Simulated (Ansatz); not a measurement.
A nudged elastic band was laid between two geometries of CH9PSi2 (13 atoms, charge 0, multiplicity 1).

These are results of RKS PBE/def2-SVP in Ansatz 0.2.0, not measurements.

| Item | Value |
| --- | --- |
| movable images | 9 |
| climbing image | from the first iteration |
| spring | 5.0 eV/Å² |
| optimiser | fire |
| start path | IDPP |
| force threshold | 0.05 eV/Å |
| iteration limit | 60 |
| end points | relaxed |

First end point:

```xyz
13
Properties=species:S:1:pos:R:3
C -1.818 0.103 0.934
Si -0.493 -1.190 0.513
Si 1.499 -0.170 -0.234
P 1.066 1.005 -2.155
H -1.457 0.795 1.721
H -2.083 0.702 0.040
H -2.740 -0.390 1.303
H -0.993 -2.118 -0.566
H -0.177 -2.029 1.727
H 2.083 0.691 0.860
H 2.522 -1.221 -0.585
H 2.290 1.764 -2.089
H 0.321 2.023 -1.455
```

Last end point:

```xyz
13
Properties=species:S:1:pos:R:3
C -1.758 0.285 1.197
Si -0.536 -1.043 0.615
Si 1.448 -0.066 -0.206
P 0.881 1.412 -1.867
H -1.332 0.871 2.036
H -1.996 0.988 0.373
H -2.704 -0.178 1.543
H -1.146 -1.866 -0.494
H -0.198 -1.986 1.743
H 2.107 0.743 0.883
H 2.431 -1.119 -0.657
H 2.234 1.561 -2.338
H 0.591 0.364 -2.813
```

Q: What changes between the two ends?

A: No bond is made or broken. The height of P4 over the plane of its neighbours goes from -0.88 to 0.88 Å.

Q: Give the energies along the band, and the barrier.

A: It converged. The highest image is number 5 of 0 to 10, 102.5 kJ/mol above the first end and 103.5 kJ/mol above the last; the last end lies 0.9 kJ/mol below the first. The order of the stationary point at the top wasn't checked.

| image | path coordinate (Å) | energy (kJ/mol) | height of P4 over the plane of its neighbours (Å) |
| --- | --- | --- | --- |
| 0 | 0.00 | 0.0 | -0.88 |
| 1 | 0.40 | 0.4 | -0.88 |
| 2 | 0.80 | 1.7 | -0.87 |
| 3 | 1.19 | 10.9 | -0.76 |
| 4 | 1.57 | 56.2 | -0.44 |
| 5 | 1.96 | 102.5 | -0.01 |
| 6 | 2.33 | 58.4 | 0.41 |
| 7 | 2.71 | 12.2 | 0.74 |
| 8 | 3.08 | 1.2 | 0.86 |
| 9 | 3.47 | -0.5 | 0.88 |
| 10 | 3.85 | -0.9 | 0.88 |

Q: What is the geometry of the highest image?

A: 
```xyz
13
Properties=species:S:1:pos:R:3:forces:R:3
C -1.728 0.146 1.171 0.00 0.00 0.00
Si -0.521 -1.131 0.462 0.01 0.00 0.00
Si 1.543 -0.210 -0.219 0.01 0.00 0.01
P 1.189 1.269 -1.800 -0.01 -0.01 0.01
H -1.268 0.683 2.024 0.00 0.01 0.00
H -2.017 0.895 0.407 0.01 0.00 -0.01
H -2.648 -0.357 1.532 0.00 0.01 -0.01
H -1.149 -1.894 -0.676 0.01 0.02 -0.01
H -0.136 -2.130 1.525 -0.02 -0.02 0.00
H 2.207 0.417 0.984 0.02 0.00 0.00
H 2.453 -1.329 -0.669 0.01 0.00 0.00
H 2.184 2.074 -2.396 -0.03 0.01 0.00
H -0.089 1.534 -2.330 -0.01 -0.02 0.01
```

The run took 8.5 min on 2 threads of Intel(R) Xeon(R) Platinum 8488C (Sapphire Rapids), with other jobs on the host, peak memory 0.17 GiB.
